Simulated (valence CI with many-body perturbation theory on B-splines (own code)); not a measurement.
The numbers below are computed, except where a source is named.
From CI to CI+MBPT in Eu⁴⁹⁺

Method: valence CI with perturbative core correlation (CI+MBPT): four valence electrons over a frozen Dirac-Fock core [Ne], a basis of 11 s, 11 p, 9 d, 7 f, 5 g, 2 h, 1 i functions for each j, with the one-electron correlation potential Σ1, the two-electron term Σ2, the three-electron term Σ3, Breit, model QED; selected CI, second order for the rest (own B-spline code, finite nucleus).

The last digits are not significant, and no measured levels were compared; by estimate large intervals hold to a few tenths of a per cent, small ones and those within an open d or f shell to about a per cent.

Each rung adds one term. CI alone is the Dirac-Coulomb CI over the frozen core; QED comes last and gives the full result, which names the levels. Energies are above (3s^2 3p1/2^2) J=0 on the same rung, in eV.

Levels are named by their leading jj configuration (3d3/2^4 stands for four electrons in 3d with j = 3/2), which in mixed levels can hold well under half, so a name can repeat and another be missing. Letters in brackets count levels of one name in rising energy.

| Level | CI alone | + Σ1 | + Σ2 | + Σ3 | + Breit | Full |
| --- | --- | --- | --- | --- | --- | --- |
| (3s^2 3p1/2 3p3/2) J=1 | 160.03 | 160.15 | 160.26 | 160.28 | 158.05 | 158.30 |
| (3s^2 3p1/2 3p3/2) J=2 | 168.14 | 168.26 | 168.33 | 168.34 | 165.82 | 166.07 |
| (3s 3p1/2^2 3p3/2) J=2 | 291.04 | 290.92 | 291.00 | 291.06 | 290.70 | 288.49 |
| (3s 3p1/2^2 3p3/2) J=1 | 314.85 | 314.73 | 314.57 | 314.61 | 314.11 | 312.14 |
| (3s^2 3p3/2^2) J=2 | 333.70 | 333.95 | 334.12 | 334.13 | 329.58 | 330.05 |
| (3s^2 3p1/2 3d3/2) J=2 | 341.42 | 341.32 | 341.21 | 341.18 | 338.01 | 337.84 |
| (3s^2 3p3/2^2) J=0 | 350.27 | 350.52 | 350.63 | 350.61 | 346.37 | 346.84 |
| (3s^2 3p1/2 3d3/2) J=1 | 375.61 | 375.51 | 374.79 | 374.66 | 372.14 | 371.65 |
| (3s^2 3p1/2 3d5/2) J=2 | 393.93 | 393.94 | 393.64 | 393.58 | 389.65 | 389.42 |
| (3s^2 3p1/2 3d5/2) J=3 | 395.51 | 395.52 | 395.29 | 395.22 | 390.71 | 390.61 |
| (3s 3p1/2 3p3/2^2) J=2 [a] | 448.35 | 448.34 | 448.43 | 448.48 | 446.00 | 444.15 |
| (3s 3p1/2 3p3/2^2) J=3 | 461.78 | 461.78 | 461.88 | 461.93 | 458.87 | 457.03 |
| (3s 3p1/2 3p3/2^2) J=0 | 470.73 | 470.73 | 470.87 | 470.92 | 468.55 | 466.76 |
| (3s 3p1/2^2 3d3/2) J=1 | 474.94 | 474.60 | 474.40 | 474.39 | 473.71 | 471.04 |
| (3s 3p1/2^2 3d3/2) J=2 | 480.74 | 480.40 | 480.16 | 480.14 | 479.23 | 476.57 |
| (3s 3p1/2 3p3/2^2) J=1 [a] | 482.15 | 482.15 | 482.09 | 482.13 | 479.41 | 477.67 |
| (3s 3p1/2 3p3/2^2) J=2 [b] | 484.17 | 484.18 | 484.03 | 484.07 | 480.88 | 479.35 |
| (3s 3p1/2 3p3/2^2) J=1 [b] | 492.68 | 492.68 | 492.26 | 492.27 | 489.90 | 487.91 |
| (3s 3p1/2^2 3d5/2) J=3 | 525.19 | 524.96 | 524.60 | 524.56 | 522.32 | 519.76 |

Task: How does the ionisation energy move along the ladder, and which term matters most?

Result: CI alone 4406.7, + Σ1 4407.7, + Σ2 4407.8, + Σ3 4407.6, + Breit 4402.1, + QED 4402.1 eV. The largest step is Breit, -5.5 eV. NIST lists 4400 ± 4 eV (theoretical).
